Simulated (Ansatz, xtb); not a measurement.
**C2HBeO: where a starting geometry ends**

The starting geometry of this gas-phase doublet was built from a drawn formula by distance geometry and a force field; its bonds are those of `[Be][C]1=CO1`.

```xyz
5

C    -3.4651   -0.7920    1.3851
C    -2.5654   -0.2972    2.1984
Be   -3.9909   -2.2905    0.5125
O    -3.5540    0.5171    1.7138
H    -1.6759   -0.3489    2.8006
```

Task: Predict what it relaxes into with r2SCAN-D4/def2-SVP.

Result: A bond breaks, giving a structure given below by its coordinates. Contacts that open: C1–O4 (1.35 → 1.87 Å).

The energy falls by 1.13 eV over 10 steps:

```
step  E − E(last) (eV)
   1             1.133
   2             0.719
   3             0.485
   4             0.308
   5             0.149
   6             0.042
   7             0.002
   8             0.000
   9             0.000
  10             0.000
```

Final geometry (Å):

```
atom    x (Å)    y (Å)   z (Å)
   C  -3.2130  -1.2289  1.4193
   C  -2.6140  -0.2915  2.1496
  Be  -4.1784  -2.1292  0.4347
   O  -3.4921   0.5828  1.7887
   H  -1.7538  -0.1446  2.8179
```

From the same start GFN2-xTB ends elsewhere, differing in C2–Be3 (1.93 against 2.96 Å here), Be3–O4 (1.48 against 3.11 Å here).

The end wasn't checked by frequencies. Open shells are spin-unrestricted. Run with Ansatz 0.2.0, 3 min on 1 thread of AMD EPYC (Zen 3) (shared host).
